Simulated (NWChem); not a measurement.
System: CuF; SMILES [F][Cu]

Input file for NWChem:

```
start job
memory heap 200 mb stack 900 mb global 1100 mb
geometry units angstroms noautosym nocenter noautoz
  Cu     0.000000     0.000000    -0.420072
  F      0.000000     0.000000     1.322645
end
basis spherical
  Cu library aug-cc-pvdz
  F library aug-cc-pvdz
end
dft
  xc xpbe96 cpbe96
  iterations 150
end
property
  response 1 0.0
end
task dft property
```

Parts of the log:

```
             Northwest Computational Chemistry Package (NWChem) 7.3.0
             --------------------------------------------------------

                             Geometry "geometry" -> ""
                             -------------------------

 Output coordinates in angstroms (scale by  1.889725989 to convert to a.u.)

  No.       Tag          Charge          X              Y              Z
 ---- ---------------- ---------- -------------- -------------- --------------
    1 Cu                  29.0000     0.00000000     0.00000000    -0.42007200
    2 F                    9.0000     0.00000000     0.00000000     1.32264500

 Effective nuclear repulsion energy (a.u.)      79.2528345044

  pbe96 is a nonlocal functional; adding pw91lda local functional.
                              NWChem Property Module
                              ----------------------

                                 NWChem DFT Module
                                 -----------------

 Summary of "ao basis" -> "ao basis" (spherical)
 ------------------------------------------------------------------------------
       Tag                 Description            Shells   Functions and Types
 ---------------- ------------------------------  ------  ---------------------
 Cu                       aug-cc-pvdz               19       59   7s6p4d2f
 F                        aug-cc-pvdz                9       23   4s3p2d

            General Information
            -------------------
          SCF calculation type: DFT
          Wavefunction type:  closed shell.
          No. of atoms     :     2
          No. of electrons :    38
           Alpha electrons :    19
            Beta electrons :    19
          Charge           :     0
          Spin multiplicity:     1
          Use of symmetry is: off; symmetry adaption is: off
          Maximum number of iterations: 150
          AO basis - number of functions:    82
                     number of shells:    28
          Convergence on energy requested:  1.00D-06
          Convergence on density requested:  1.00D-05
          Convergence on gradient requested:  5.00D-04

              XC Information
              --------------
          PerdewBurkeErnzerhof Exchange Functional  1.000
            Perdew 1991 LDA Correlation Functional  1.000 local
           PerdewBurkeErnz. Correlation Functional  1.000 non-local

             Grid Information
             ----------------
          Grid used for XC integration:  medium
          Radial quadrature: Mura-Knowles
          Angular quadrature: Lebedev.
          Tag              B.-S. Rad. Rad. Pts. Rad. Cut. Ang. Pts.
          ---              ---------- --------- --------- ---------
          Cu                  1.35      112          13.0       590
          F                   0.50       49          11.0       434
          Grid pruning is: on
          Number of quadrature shells:   161
          Spatial weights used:  Erf1

      Superposition of Atomic Density Guess
      -------------------------------------

 Sum of atomic energies:       -1738.34763433

      Non-variational initial energy
      ------------------------------

 Total energy =   -1737.877537
 1-e energy   =   -2580.540744
 2-e energy   =     763.410373
 HOMO         =      -0.565791
 LUMO         =      -0.209146

   convergence    iter        energy       DeltaE   RMS-Dens  Diis-err
 ---------------- ----- ----------------- --------- --------- ---------
 d= 0,ls=0.0,diis     1  -1739.8450181479 -1.82D+03  1.66D-01  3.06D+00
 d= 0,ls=0.0,diis     2  -1710.9014138933  2.89D+01  1.64D-01  2.13D+02
 d= 0,ls=0.0,diis     3  -1738.9595799538 -2.81D+01  2.08D-02  1.11D+01
 d= 0,ls=0.0,diis     4  -1739.9516165118 -9.92D-01  6.10D-03  2.02D+00
 d= 0,ls=0.0,diis     5  -1740.0812629853 -1.30D-01  1.17D-03  2.39D-02
  Resetting Diis
 d= 0,ls=0.0,diis     6  -1740.0824677377 -1.20D-03  5.76D-04  5.71D-03
 d= 0,ls=0.0,diis     7  -1740.0831199975 -6.52D-04  4.72D-04  2.57D-04
 d= 0,ls=0.0,diis     8  -1740.0828240214  2.96D-04  3.78D-04  5.87D-03
 d= 0,ls=0.0,diis     9  -1740.0831327256 -3.09D-04  4.24D-05  3.14D-05
 d= 0,ls=0.0,diis    10  -1740.0831342522 -1.53D-06  1.77D-05  1.59D-05
 d= 0,ls=0.0,diis    11  -1740.0831354326 -1.18D-06  3.42D-06  2.67D-07
 d= 0,ls=0.0,diis    12  -1740.0831354507 -1.81D-08  3.62D-07  3.43D-09

         Total DFT energy =    -1740.083135450717
      One electron energy =    -2584.439992512034
           Coulomb energy =      842.394638360481
    Exchange-Corr. energy =      -77.290615803515
 Nuclear repulsion energy =       79.252834504352

 Numeric. integr. density =       38.000004062459

                       DFT Final Molecular Orbital Analysis
                       ------------------------------------

 Vector   17  Occ=2.000000D+00  E=-2.201092D-01
              MO Center=  8.2D-11, -1.2D-11, -6.0D-02, r^2= 1.0D+00
   Bfn.  Coefficient  Atom+Function         Bfn.  Coefficient  Atom+Function
  ----- ------------  ---------------      ----- ------------  ---------------
    29      0.826715  1 Cu d  1              64      0.334705  2 F  px
    67      0.223386  2 F  px                39      0.134228  1 Cu d  1
    27      0.104887  1 Cu d -1              70      0.086227  2 F  px
    14      0.063534  1 Cu px                65     -0.042465  2 F  py
    68     -0.028341  2 F  py

 Vector   18  Occ=2.000000D+00  E=-2.201092D-01
              MO Center=  1.7D-11,  1.4D-10, -6.0D-02, r^2= 1.0D+00
   Bfn.  Coefficient  Atom+Function         Bfn.  Coefficient  Atom+Function
  ----- ------------  ---------------      ----- ------------  ---------------
    27      0.826715  1 Cu d -1              65     -0.334705  2 F  py
    68     -0.223386  2 F  py                37      0.134228  1 Cu d -1
    29     -0.104887  1 Cu d  1              71     -0.086227  2 F  py
    15     -0.063534  1 Cu py                64     -0.042465  2 F  px
    67     -0.028341  2 F  px

 Vector   19  Occ=2.000000D+00  E=-2.196234D-01
              MO Center= -9.9D-11, -1.2D-10, -2.5D-01, r^2= 1.1D+00
   Bfn.  Coefficient  Atom+Function         Bfn.  Coefficient  Atom+Function
  ----- ------------  ---------------      ----- ------------  ---------------
    28      0.786642  1 Cu d  0               4     -0.375651  1 Cu s
    66      0.210103  2 F  pz                69      0.128168  2 F  pz
    38      0.124712  1 Cu d  0               6     -0.051103  1 Cu s
    63      0.049685  2 F  s                  5     -0.043679  1 Cu s
    16     -0.035591  1 Cu pz                19     -0.025025  1 Cu pz

 Vector   20  Occ=0.000000D+00  E=-1.502461D-01
              MO Center=  6.9D-12,  1.5D-11, -9.7D-01, r^2= 2.8D+00
   Bfn.  Coefficient  Atom+Function         Bfn.  Coefficient  Atom+Function
  ----- ------------  ---------------      ----- ------------  ---------------
     4      0.570475  1 Cu s                  6      0.294424  1 Cu s
    28      0.292183  1 Cu d  0              16     -0.282564  1 Cu pz
    66      0.233407  2 F  pz                69      0.152723  2 F  pz
    22     -0.133114  1 Cu pz                62     -0.073430  2 F  s
    72      0.057824  2 F  pz                38      0.046193  1 Cu d  0

 Vector   21  Occ=0.000000D+00  E=-2.274186D-02
              MO Center=  1.2D-10, -2.2D-11, -7.2D-01, r^2= 8.3D+00
   Bfn.  Coefficient  Atom+Function         Bfn.  Coefficient  Atom+Function
  ----- ------------  ---------------      ----- ------------  ---------------
    20      0.500155  1 Cu px                14      0.385207  1 Cu px
    23      0.298848  1 Cu px                21     -0.155697  1 Cu py
    64     -0.130921  2 F  px                15     -0.119914  1 Cu py
    44      0.114466  1 Cu d  1              29     -0.094384  1 Cu d  1
    24     -0.093031  1 Cu py                67     -0.089081  2 F  px

 Vector   22  Occ=0.000000D+00  E=-2.274186D-02
              MO Center=  3.1D-11,  4.7D-11, -7.2D-01, r^2= 8.3D+00
   Bfn.  Coefficient  Atom+Function         Bfn.  Coefficient  Atom+Function
  ----- ------------  ---------------      ----- ------------  ---------------
    21      0.500155  1 Cu py                15      0.385207  1 Cu py
    24      0.298848  1 Cu py                20      0.155697  1 Cu px
    65     -0.130921  2 F  py                14      0.119914  1 Cu px
    42     -0.114466  1 Cu d -1              27      0.094384  1 Cu d -1
    23      0.093031  1 Cu px                68     -0.089081  2 F  py

     Multipole analysis of the density
     ---------------------------------

     L   x y z        total         alpha         beta         nuclear
     -   - - -        -----         -----         ----         -------
     0   0 0 0     -0.000000    -19.000000    -19.000000     38.000000

     1   1 0 0      0.000000      0.000000      0.000000      0.000000
     1   0 1 0     -0.000000     -0.000000     -0.000000      0.000000
     1   0 0 1     -1.770125     -0.622123     -0.622123     -0.525879

[...]

 DFT Linear Response polarizability / au
 Frequency  =       0.0000000 / au
              X              Y              Z
 -----------------------------------------------
 X      25.7191319      0.0000000      0.0000000
 Y      -0.0000000     25.7191319     -0.0000000
 Z       0.0000000     -0.0000000     28.7658032
 -----------------------------------------------
 Eigenvalues =      25.7191319     25.7191319     28.7658032
 Isotropic   =      26.7346890
 Anisotropic =       3.0466713
 -----------------------------------------------

 Magnetic Dipole Response Matrix (nonzero elements):

 Exiting AOResponse driver routine
```

Level: PBE/aug-cc-pVDZ. The geometry was optimised at PBE-D3(BJ)/def2-SVP.
